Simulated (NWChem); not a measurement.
CH4F2Si; SMILES FC[SiH2]F

```xyz
8

F      0.6460    -1.8124     0.2511
C     -0.1946    -1.0561    -0.5612
Si    -0.4577     0.6785     0.1623
F      0.9279     1.5489     0.0468
H      0.2347    -0.9953    -1.5887
H     -1.1826    -1.5683    -0.6565
H     -0.8274     0.5755     1.6107
H     -1.5206     1.3777    -0.6374
```
Atoms are numbered in this order, from 1.

All runs: NWChem. Structure relaxed at the PBE-D3(BJ)/def2-SVP level. Level: PBE0/aug-cc-pVDZ; rows give the wavelength of the field.

### Question
Among these, which field gives the highest value of “isotropic polarisability (bohr³)”?
(A) static
(B) 1065 nm
(C) 589 nm
(D) 400 nm

### Answer
D, 400 nm. Values: static 41.8; 1065 nm 42.1; 589 nm 42.9; 400 nm 44.3
